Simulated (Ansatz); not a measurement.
Al7N7, 14 atoms. Hardware: 2 threads of AMD EPYC 7R13 on a shared host and a share (18 GiB) of an NVIDIA H100 80GB HBM3.

Correlated methods freeze 42 core orbitals. Single mean-field runs in def2-TZVP are fitted with def2-universal-jkfit.

(1) How many basis functions does each of these Ansatz runs have, and roughly what does it cost? CAM-B3LYP-D4/def2-TZVP, charge 0 singlet, energy, from earlier orbitals; r2SCAN-D4/def2-SVP, charge 0 singlet, relaxation, 27 steps; PBE-D4/def2-TZVP, charge 1 doublet at the geometry of the charge 0 singlet, energy, from earlier orbitals; PBE0-D4/def2-TZVP, charge 0 singlet, energy, from earlier orbitals; PBE-D4/def2-TZVP, charge -1 doublet at the geometry of the charge 0 singlet, energy, from earlier orbitals; RPA@PBE/def2-TZVP, charge 0 singlet, energy, from earlier orbitals; PBE-D4/def2-TZVP, charge 0 singlet, energy and forces, from earlier orbitals; CAM-B3LYP-D4/def2-TZVP, charge 1 doublet at the geometry of the charge 0 singlet, energy, from earlier orbitals; PBE-D4/def2-TZVP, charge 0 triplet at the geometry of the charge 0 singlet, energy, from earlier orbitals; r2SCAN-D4/def2-SVP, charge 1 doublet, relaxation, 6 steps; PBE0-D4/def2-TZVP, charge -1 doublet at the geometry of the charge 0 singlet, energy; HF/def2-TZVP, charge 0 singlet, energy, from earlier orbitals.

## Answers

(1) Other jobs shared the machine, so times can vary by a factor of up to 3.

```json
{"run": "PBE0-D4/def2-TZVP, charge -1 doublet at the geometry of the charge 0 singlet, energy", "functions": "476", "fitting or Cholesky vectors": "1435", "wall time": "19 s", "peak host memory (GiB)": "1.1"}
{"run": "PBE-D4/def2-TZVP, charge -1 doublet at the geometry of the charge 0 singlet, energy, from earlier orbitals", "functions": "476", "fitting or Cholesky vectors": "1435", "wall time": "19 s", "peak host memory (GiB)": "1.1"}
{"run": "PBE0-D4/def2-TZVP, charge 0 singlet, energy, from earlier orbitals", "functions": "476", "fitting or Cholesky vectors": "1435", "wall time": "19 s", "peak host memory (GiB)": "0.95"}
{"run": "PBE-D4/def2-TZVP, charge 0 triplet at the geometry of the charge 0 singlet, energy, from earlier orbitals", "functions": "476", "fitting or Cholesky vectors": "1435", "wall time": "19 s", "peak host memory (GiB)": "1.1"}
{"run": "PBE-D4/def2-TZVP, charge 0 singlet, energy and forces, from earlier orbitals", "functions": "476", "fitting or Cholesky vectors": "1435", "wall time": "20 s", "peak host memory (GiB)": "0.98"}
{"run": "HF/def2-TZVP, charge 0 singlet, energy, from earlier orbitals", "functions": "476", "fitting or Cholesky vectors": "1435", "wall time": "20 s", "peak host memory (GiB)": "0.89"}
{"run": "CAM-B3LYP-D4/def2-TZVP, charge 0 singlet, energy, from earlier orbitals", "functions": "476", "fitting or Cholesky vectors": "1435", "wall time": "21 s", "peak host memory (GiB)": "0.95"}
{"run": "RPA@PBE/def2-TZVP, charge 0 singlet, energy, from earlier orbitals", "functions": "476", "fitting or Cholesky vectors": "2945", "wall time": "22 s", "peak host memory (GiB)": "2.7"}
{"run": "PBE-D4/def2-TZVP, charge 1 doublet at the geometry of the charge 0 singlet, energy, from earlier orbitals", "functions": "476", "fitting or Cholesky vectors": "1435", "wall time": "25 s", "peak host memory (GiB)": "1.1"}
{"run": "CAM-B3LYP-D4/def2-TZVP, charge 1 doublet at the geometry of the charge 0 singlet, energy, from earlier orbitals", "functions": "476", "fitting or Cholesky vectors": "1435", "wall time": "29 s", "peak host memory (GiB)": "1.1"}
{"run": "r2SCAN-D4/def2-SVP, charge 1 doublet, relaxation, 6 steps", "functions": "224", "fitting or Cholesky vectors": "2555", "wall time": "48 s", "peak host memory (GiB)": "0.92"}
{"run": "r2SCAN-D4/def2-SVP, charge 0 singlet, relaxation, 27 steps", "functions": "224", "fitting or Cholesky vectors": "2555", "wall time": "1.8 min", "peak host memory (GiB)": "0.89"}
```
